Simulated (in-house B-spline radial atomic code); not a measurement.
A fraction x of an electron is removed from 3p in Cl, starting from [Ne] 3s2 3p5 and keeping the highest spin. Computed with an all-electron radial atomic-structure program (B-spline basis): non-relativistic PBEsol, spin-polarised, spherical fractional occupations, point nucleus.

| x | E(x) - E(0) (eV) | 3p down level (eV) |
| --- | --- | --- |
| 0 | 0.0000 | -8.110 |
| 0.07 | 0.5908 | -8.770 |
| 0.19 | 1.7120 | -9.921 |
| 0.25 | 2.3247 | -10.504 |
| 0.38 | 3.7732 | -11.785 |
| 0.5 | 5.2594 | -12.987 |
| 0.54 | 5.7869 | -13.392 |
| 0.64 | 7.1770 | -14.412 |
| 0.8 | 9.6150 | -16.068 |
| 0.99 | 12.8575 | -18.069 |
| 1 | 13.0387 | -18.175 |

The exact functional would give a straight line between the two integer points. Deviations E(x) - E(0) - x[E(1) - E(0)], in eV: -0.322 at x = 0.07, -0.765 at x = 0.19, -0.935 at x = 0.25, -1.182 at x = 0.38, -1.26 at x = 0.5, -1.254 at x = 0.54, -1.168 at x = 0.64, -0.816 at x = 0.8, -0.051 at x = 0.99.

The curve lies below the straight line by up to 1.26 eV (at x = 0.5): convex, the delocalisation error that favours fractional charges.

(1) How well does Slater's transition state (minus the level at half occupation) give the ionisation energy?

## Answers

(1) It gives 12.987 eV against 13.039 eV from the two total energies; NIST lists 12.97 eV, ground level to ground level.
